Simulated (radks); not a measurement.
Values are calculated unless marked as measured or tabulated.
Ionisation of the iridium ion Ir2+, [Xe] 4f14 5d7, to [Xe] 4f14 5d6 as the strength of local exchange is varied. Level of theory: scalar-relativistic Kohn-Sham, Slater X-alpha exchange (alpha = 2/3 is LDA exchange), no correlation, spin-unpolarised, spherical densities, point nucleus (a radial shooting solver on a logarithmic mesh with Libxc functionals).

alpha = 0.565: E(Ir2+) (hartree) -17758.4061; exchange (hartree) -276.7529; IE (eV) 27.596; -e of the level emptied (eV) 21.659 (5d); <r> of it (bohr) 1.673
alpha = 0.588: E(Ir2+) (hartree) -17769.7363; exchange (hartree) -288.2138; IE (eV) 27.985; -e of the level emptied (eV) 22.014 (5d); <r> of it (bohr) 1.665
alpha = 0.623: E(Ir2+) (hartree) -17786.9926; exchange (hartree) -305.6836; IE (eV) 28.583; -e of the level emptied (eV) 22.562 (5d); <r> of it (bohr) 1.652
alpha = 0.667: E(Ir2+) (hartree) -17808.7115; exchange (hartree) -327.6955; IE (eV) 29.347; -e of the level emptied (eV) 23.263 (5d); <r> of it (bohr) 1.636
alpha = 1.011: E(Ir2+) (hartree) -17979.4796; exchange (hartree) -501.7024; IE (eV) 35.761; -e of the level emptied (eV) 29.214 (5d); <r> of it (bohr) 1.527

NIST Atomic Spectra Database: 28 +/- 1.6 eV (theoretical). The Delta-SCF value meets it near alpha = 0.59. Spin polarisation and multiplet splitting are left out, so open shells lie too high by an amount that depends on their filling. Spin-orbit splitting is averaged out at the scalar-relativistic level.

Beside tabulated values, note that spin-unpolarised runs miss the spin-polarisation part of the exchange energy of open shells.
